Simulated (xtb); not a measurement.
HCl3Si, charge +1, doublet, at a GFN2-xTB geometry (a state made from the parent by changing its charge; the spin is typed, not shown lowest); GFN2-xTB in xtb 6.7.1.

Here is a job for xtb.
```
$ xtb mol.xyz --gfn 2 --chrg 1 --uhf 1 --acc 30 --json

# file mol.xyz
5

Si     0.01770168    -0.01016261     0.30255016
Cl    -1.27526529    -1.48167714    -0.09388585
Cl    -0.65572490     1.84395460    -0.01842661
Cl     1.91024453    -0.35036729    -0.24226395
H      0.10485246    -0.06019626     1.79209681
```

What the program printed (banner, timings and long lists left out):

```
   ID    Z sym.   atoms
    1   14 Si     1
    2   17 Cl     2-4
    3    1 H      5

           -------------------------------------------------
          |                Calculation Setup                |
           -------------------------------------------------

           -------------------------------------------------
          |                 G F N 2 - x T B                 |
           -------------------------------------------------

          ...................................................
          :                      SETUP                      :
          :.................................................:
          :  # basis functions                  41          :
          :  # atomic orbitals                  37          :
          :  # shells                           13          :
          :  # electrons                        25          :
          :  max. iterations                   250          :
          :  Hamiltonian                  GFN2-xTB          :
          :  restarted?                      false          :
          :  GBSA solvation                  false          :
          :  PC potential                    false          :
          :  electronic temp.          300.0000000     K    :
          :  accuracy                   30.0000000          :
          :  -> integral cutoff          0.2000000E+02      :
          :  -> integral neglect         0.3000000E-06      :
          :  -> SCF convergence          0.3000000E-04 Eh   :
          :  -> wf. convergence          0.3000000E-02 e    :
          :  Broyden damping             0.4000000          :
          :  net charge                          1          :
          :  unpaired electrons                  1          :
          ...................................................

 iter      E             dE          RMSdq      gap      omega  full diag
   1    -15.4831104 -0.154831E+02  0.609E+00    6.64       0.0  T
   2    -15.5009588 -0.178485E-01  0.339E+00    6.07       1.0  T
   3    -15.4937867  0.717210E-02  0.175E+00    6.28       1.0  T
   4    -15.5048990 -0.111123E-01  0.110E+00    5.86       1.0  T
   5    -15.5077884 -0.288938E-02  0.664E-01    5.96       1.0  T
   6    -15.5080948 -0.306380E-03  0.370E-01    5.99       1.0  T
   7    -15.5073655  0.729279E-03  0.547E-01    6.16       1.0  T
   8    -15.5082431 -0.877608E-03  0.271E-01    6.00       1.0  T
   9    -15.5085185 -0.275333E-03  0.131E-01    6.03       1.0  T
[...]
         :: total energy             -15.477403244900 Eh    ::
[...]
        37                          0.5810543              15.8113
      -------------------------------------------------------------
                  HL-Gap            0.2225537 Eh            6.0560 eV
             Fermi-level           -0.5831325 Eh          -15.8678 eV

     #   Z          covCN         q      C6AA      α(0)
     1  14 Si       3.323     0.491   116.537    21.738
     2  17 Cl       0.807     0.107    95.929    14.983
     3  17 Cl       0.807     0.107    95.928    14.983
     4  17 Cl       0.807     0.107    95.929    14.983
     5   1 H        0.909     0.187     1.170     1.692

 Mol. C6AA /au·bohr⁶  :       1680.277471
 Mol. C8AA /au·bohr⁸  :      79952.823577
 Mol. α(0) /au        :         68.379082

Wiberg/Mayer (AO) data.
largest (>0.10) Wiberg bond orders for each atom

 ---------------------------------------------------------------------------
     #   Z sym  total        # sym  WBO       # sym  WBO       # sym  WBO
 ---------------------------------------------------------------------------
     1  14 Si   4.415 --     3 Cl   1.254     4 Cl   1.254     2 Cl   1.254
                             5 H    0.652
     2  17 Cl   1.636 --     1 Si   1.254     3 Cl   0.150     4 Cl   0.150
     3  17 Cl   1.636 --     1 Si   1.254     4 Cl   0.150     2 Cl   0.150
     4  17 Cl   1.636 --     1 Si   1.254     3 Cl   0.150     2 Cl   0.150
     5   1 H    0.899 --     1 Si   0.652
 ---------------------------------------------------------------------------

Topologies differ in total number of bonds
Writing topology from bond orders to xtbtopo.mol

molecular dipole:
                 x           y           z       tot (Debye)
 q only:        0.049      -0.028       0.841
   full:        0.025      -0.014       0.427       1.087
molecular quadrupole (traceless):
                xx          xy          yy          xz          yz          zz
 q only:       -0.066      -0.001      -0.066       0.012      -0.007       0.132
  q+dip:        0.953       0.006       0.959      -0.168       0.097      -1.912
   full:        0.636       0.004       0.640      -0.112       0.064      -1.276

           -------------------------------------------------
          | TOTAL ENERGY              -15.477403244900 Eh   |
          | GRADIENT NORM               0.000014758546 Eh/α |
          | HOMO-LUMO GAP               6.055993098329 eV   |
           -------------------------------------------------

normal termination of xtb
```
